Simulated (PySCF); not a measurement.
pentane (C₅H₁₂), SMILES C(C)CCC.

Geometry optimised at B3LYP-D3(BJ)/def2-SVP. Other conformers were not sampled.

Two levels are set side by side: TDDFT-PBE/def2-SVPD (PySCF) and TDDFT-CAM-B3LYP/def2-SVPD (PySCF). Vertical, same geometry. The lowest singlet is HOMO→LUMO 100 % with PBE and HOMO→LUMO 88 % with the other functional; states are paired by order. Differences are taken from unrounded values.

```
quantity                              TDDFT-CAM-B3LYP  TDDFT-PBE  TDDFT-PBE minus TDDFT-CAM-B3LYP
------------------------------------  ---------------  ---------  -------------------------------
lowest singlet excitation (eV)                   8.71       7.58                            -1.13
lowest triplet excitation (TDA) (eV)             8.48       7.45                            -1.02
```

A lower first singlet is the usual sign of a functional without exact exchange. Differences between two approximate levels are no errors against the true value.

Rough cost on one machine, each run with all the roots and properties that it gave: TDDFT-CAM-B3LYP against TDDFT-PBE about 8 times.
